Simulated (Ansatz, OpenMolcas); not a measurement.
## How basis sets differ on CH7GaSi (SMILES [CH3][GaH][SiH3])

The species is CH7GaSi (10 atoms), meant as a singlet with charge 0. SMILES: `[CH3][GaH][SiH3]`. The coordinates come from a PBE0-D4/def2-TZVP relaxation.

Each level gives the HOMO–LUMO gap (eV). The values are calculated.

| level | kind | program | value (eV) | CPU time |
| --- | --- | --- | --- | --- |
| HF/ANO-R0 (sfX2C) | Hartree–Fock | OpenMolcas | 11.18 | 8.1 s |
| HF/STO-3G | Hartree–Fock | Ansatz | 11.54 | 1.7 s |
| HF/3-21G | Hartree–Fock | Ansatz | 10.81 | 0.97 s |
| HF/6-31G* (spherical functions) | Hartree–Fock | Ansatz | 10.79 | 2.8 s |
| HF/cc-pVDZ-DK (DKH2, RICD fitting) | Hartree–Fock | OpenMolcas | 10.84 | 5.1 s |

All-electron rows without a relativistic Hamiltonian named are non-relativistic. The values span 10.79 to 11.54 eV. A Hartree–Fock LUMO above zero doesn't converge with the basis: it sinks as sets grow more diffuse. Orbital gaps aren't excitation energies. CPU times are rough (shared hosts, several kinds of processor and program).
